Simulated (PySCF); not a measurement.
TeCl₃, SMILES Cl[Te](Cl)Cl, multiplicity 2. Atoms are numbered in the order given.

```xyz
4

Te     0.1858    -0.3320     0.0000
Cl    -0.2647    -0.5062    -2.4299
Cl    -0.2647    -0.5062     2.4299
Cl    -0.0391     2.0278     0.0000
```
Charge 0, spin multiplicity 2.

Coordinates come from a B3LYP-D3(BJ)/def2-SVP optimisation. The multiplicity is an assumed one; other spin states were not compared. The isomer is the one that the SMILES or the coordinates give; other isomers of the formula were not compared. The def2 effective core potentials stand for the cores of Te; spin–orbit coupling is left out.

These are B3LYP/def2-TZVPD in PySCF values and carry that method's errors.

Mulliken values depend strongly on the basis, most of all with diffuse functions as here. ESP charges are fitted to the potential on shells at 1.4 to 2.0 van der Waals radii. Atomic charges (e):

| atom | Mulliken | ESP fit | Mulliken spin |
|---|---|---|---|
| Te1 | 0.87 | (withheld) | 0.69 |
| Cl2 | -0.34 | (withheld) | 0.13 |
| Cl3 | -0.34 | (withheld) | 0.13 |
| Cl4 | -0.19 | (withheld) | 0.04 |

Fill in the missing entries. (Estimate from the structure and the level; the computed values follow.)


- Te1, ESP fit: 0.52
- Cl2, ESP fit: -0.21
- Cl3, ESP fit: -0.21
- Cl4, ESP fit: -0.09
